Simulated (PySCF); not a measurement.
# Structure from NMR data

The spectra below were simulated for a compound C$_{7}$H$_{5}$FO$_{2}$.

$^{1}$H NMR (400 MHz, computed): δ 8.37 (m, 2H), 6.98 (d, 2H), 4.75 (br s, 1H).

$^{13}$C{$^{1}$H} NMR (computed): δ 170.2, 165.6, 142.8 (2C), 123.8, 119.8 (2C).

[PySCF 2.14: geometry from PBE0-D3(BJ)/def2-TZVP; shielding tensors at B97-2/pcSseg-2 (GIAO); no solvent model; one conformer; fast rotation and ring inversion assumed for equivalent nuclei; no relativistic terms]

Shifts are taken against calculated references (same method and geometry level): $^{1}$H (σ = 31.64 ppm), $^{13}$C (σ = 185.38 ppm) against TMS.

Which candidate is it?
A. O=C(F)c1ccc(O)cc1
B. O=C(O)c1ccccc1F
C. O=C(O)c1cccc(F)c1

Results:

A. 

- Rings plus π bonds: 5 (1 ring in the answer).
- 5 carbon signals for 7 carbons: some carbons are equivalent by symmetry or fast rotation.
- Carbon types of the structure: 3 × C, 4 × CH, leaving 1 H on heteroatoms.
- δC 170.2: aromatic carbon bearing oxygen; the electronegative substituent deshields the carbon that carries it.
- δC 165.6: carbonyl carbon.
- δC 142.8, 119.8: aromatic CH.
- δC 123.8: substituted aromatic carbon.
- δH 4.75: hydrogen on a phenol-type oxygen; exchangeable; this is the value without hydrogen bonding to other molecules.

The others: O=C(O)c1ccccc1F would give 7 carbon signals, not 5; O=C(O)c1cccc(F)c1 would give 7 carbon signals, not 5.

The OH or NH signal is concentration- and solvent-dependent in practice; the value given is the gas-phase one. Splittings by $^{19}$F in the carbon and heteronuclear signals aren't shown, as no couplings were computed. Shifts are as computed. Against solution values, carbons near 30 ppm lie about +3 ppm off and those near 130 ppm about +7 ppm. Of 1309 compounds with measured shifts, 239 miss one by over three times the rms of a fit or turn the order of signals round; such compounds aren't used in these exercises. No couplings were computed; multiplicities are counted from neighbouring protons, with m where these are inequivalent, close in shift, in a saturated or five-membered ring or joined by F or P, and br s for small geminal =CH2 splittings.
